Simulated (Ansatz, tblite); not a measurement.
Forces on CoO₂⁻ at its r2SCAN-D4/def2-TZVPD geometry. Total charge -1; singlet.

The xTB rows come from tblite. The structure holds 1 bond(s) between oxygen atoms. The restricted singlet is unstable towards broken spin symmetry in Hartree–Fock (as tested in another run); at PBE-D4/def2-TZVPD this wasn't settled. At PBE-D4/def2-TZVPD the highest occupied level of the charge -1 singlet lies above zero (up to 2.10 eV). The electron is either unbound and held by the finite basis, or the level is raised by self-interaction error. At PBE-D4/def2-TZVPD an occupied level of the charge -1 singlet lies above an empty one (by up to 0.15 eV), so this SCF solution is probably not the lowest. No other spin state of charge -1 was run. The geometry of the singlet was relaxed on an unsound state (restricted singlet whose occupied levels cross empty ones at other levels, untested at these). Another isomer (quintet) lies 4.06 eV lower at PBE0-D4/def2-TZVPD; other spin states weren't run for this one.

GFN1-xTB (tblite), largest force 1.08 eV/Å:

```xyz
3
positions Å, forces eV/Å
Co    0.219   -0.783   -0.728    0.013   -0.047   -0.043
O    -0.549   -0.060    0.717    0.649    0.696   -0.504
O     0.330    0.842    0.012   -0.662   -0.649    0.548
```

GFN2-xTB (tblite), largest force 1.47 eV/Å:

```
Co -0.047 0.168 0.156
O 0.917 0.833 -0.795
O -0.870 -1.001 0.639
```

PBE-D4/def2-TZVPD (Ansatz), largest force 0.64 eV/Å:

```
Co 0.127 -0.456 -0.424
O -0.120 0.170 0.257
O -0.007 0.286 0.167
```
